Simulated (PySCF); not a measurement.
A side-by-side comparison of computed properties.

First species: C₄H₁₂FPSi₂.
SMILES: `F[C@H]1C[C@@H]([SiH2][SiH2]P)C1`

Second species: C₅H₁₅NOSi.
SMILES: `CO[SiH2]CCN(C)C`

Levels: PBE0/pcSseg-1 for dipole moment, HOMO energy, LUMO energy and HOMO–LUMO gap; GFN2-xTB for rotational constant A and rotational constant C. Geometries: GFN2-xTB. Each species is one conformer at its optimised geometry, gas phase, non-relativistic unless stated. Electronic properties by PySCF.

Dipoles, sizes and rotational constants follow the conformer. The torsions of the flexible species, by atom-mapped SMILES:
- `[F:1][C@H:2]1[CH2:3][C@@H:4]([SiH2:5][SiH2:6][PH2:7])[CH2:8]1`: C3–C4–Si5–Si6 -67°, C4–Si5–Si6–P7 -23°, H–P7–Si6–Si5 -160°, H–P7–Si6–Si5 -68°
- `[CH3:1][O:2][SiH2:3][CH2:4][CH2:5][N:6]([CH3:7])[CH3:8]`: C1–O2–Si3–C4 -61°, O2–Si3–C4–C5 175°, Si3–C4–C5–N6 38°, C4–C5–N6–C7 78°

Values for the first species:

* Dipole moment: 2.07 D
* HOMO energy: -7.56 eV
* LUMO energy: -0.42 eV
* HOMO–LUMO gap: 7.14 eV
* Rotational constant A: 1.991 GHz
* Rotational constant C: 0.490 GHz

Task: Estimate the same properties for the second species, and the change in each.

Result: 
```
             property      first     second  second less first
        dipole moment     2.07 D     2.03 D            -0.04 D
          HOMO energy   -7.56 eV   -6.45 eV           +1.11 eV
          LUMO energy   -0.42 eV    1.25 eV           +1.67 eV
        HOMO–LUMO gap    7.14 eV    7.70 eV           +0.56 eV
rotational constant A  1.991 GHz  3.936 GHz         +1.945 GHz
rotational constant C  0.490 GHz  0.729 GHz         +0.239 GHz
```

On the first: A dipole of 2.07 D is allowed in C1, and pure rotational transitions are dipole-allowed. The dipole matches unit charges of opposite sign 0.43 Å apart (1 e·Å = 4.8032 D).

On the second: The dipole equals about 6.8 × 10⁻³⁰ C·m (1 D = 3.33564 × 10⁻³⁰ C·m). A dipole of 2.03 D is allowed in C1, and pure rotational transitions are dipole-allowed.
